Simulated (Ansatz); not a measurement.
**doublet BeCl: levels of theory in one basis**

```xyz
2

Be    0.0365    0.0248   -0.8956
Cl   -0.0301   -0.0399    0.9179
```

Basis set: def2-SVP (spherical functions). Left uncorrelated: 5 orbitals. Correlation on ROHF uses semicanonical orbitals with singles. Charge 0, multiplicity 2.

Computed with Ansatz (development build ahead of 0.2.0); each method stands on the lowest determinant of its kind that the runs found.

```
  method  E − E(ROHF) (eV)  <S²> of the determinant
    ROHF              0.00                        –
     UHF             -0.01                     0.75
ROHF-MP2             -3.97                        –
 UHF-MP2             -3.98                     0.75
```

Question: What does ROHF-CCSD(T) give on the same scale?

Answer: -4.45 eV.

Question: Is a single determinant a sound starting point here?

Answer: By this sign, yes. Unrestricted orbitals gain 0.01 eV and <S²> is 0.75 against 0.75 for a pure state.
